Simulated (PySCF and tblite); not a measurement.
Results of a calculation; reference values are marked as such.
System: C₅H₈F₂, numbered as in [F:1][C@H:2]1[CH2:3][CH2:4][C@@H:5]([F:6])[CH2:7]1.

Geometries: GFN2-xTB; energies: PBE0/pcSseg-1 + D3(BJ); zero-point and thermal terms from GFN2-xTB harmonic modes (soft modes blended into free rotors). Rate constants are transition-state-theory values, counting equivalent paths, without tunnelling. (PySCF 2.14 with density fitting, tblite 0.8.)

The barrier is low, and the GFN2-xTB saddle may lie off the DFT one, so take it as rough.

(1) What barrier does the inversion of the 5-membered ring (2–3–4–5–7) meet, and how fast is it at 298 K?

Results:

(1) The electronic barrier is 1.4 kcal/mol and ΔG‡(298 K) 1.8 kcal/mol, over a Cs saddle (envelope) with an imaginary mode of 55i cm⁻¹ (GFN2-xTB). With 1 equivalent path, k is 2.8×10¹¹ s⁻¹, a mean lifetime of the start of 3.6 ps against this motion.
